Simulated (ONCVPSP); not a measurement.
**How hard is this chromium ONCV potential?**

- Element: chromium (Cr)
- Generator: ONCVPSP 4.0.1
- Type: optimised norm-conserving Vanderbilt (ONCV)
- Functional: PBE
- Relativity: scalar-relativistic
- Frozen core: [Ar]
- Valence charge: 6
- Reference configuration: 3d5 4s0.75 4p0.25
- Partial waves: 4s: rc 2.35 bohr, ncon 4, nbas 7, qcut 3.2 1/bohr, 1 projector; 4p: rc 2.60 bohr, ncon 4, nbas 8, qcut 3.5 1/bohr, 2 projectors, debl 1.7 Ha; 3d: rc 1.60 bohr, ncon 4, nbas 9, qcut 11.2 1/bohr, 2 projectors, debl 1.5 Ha; f scattering state at 0.37 Ha: rc 1.60 bohr, ncon 5, nbas 10, qcut 6.5 1/bohr, local
- Local potential: the f channel
- Core correction: Teter function, fcfact 2, rcfact 1.4

Question: For each optimised wave give the share of its norm inside rc, the residual kinetic energy above qcut (Ha) and the cutoffs (Ha) for errors of 10, 1, 0.1 and 0.01 mHa per electron.

Answer:

```csv
wave,norm inside rc,residual KE,10 mHa,1 mHa,0.1 mHa,0.01 mHa
4s,0.219,2.8e-05,2.1,3.4,4.6,7.0
4p,0.091,4.7e-06,0.5,1.0,3.3,4.5
p projector 2,0.168,2.9e-03,4.0,22.8,39.2,50.2
3d,0.661,4.4e-06,33.6,41.3,47.5,53.8
d projector 2,0.083,9.6e-08,32.4,41.3,48.5,54.1
f projector 1,0.001,1.8e-06,1.1,2.9,8.4,15.9
```

The occupied waves need 41 Ha and 48 Ha for 1 and 0.1 mHa. Rows with under 1 % of the norm inside rc give no meaningful cutoff. Note: ghosts flagged at negative energy: s at -467.0 eV; GHOST(+) flagged for s at 18.0 eV, p at 41.4 eV. A true bound ghost makes a file unfit for plane-wave use. 1 of 4 tests not solved or not reliable.
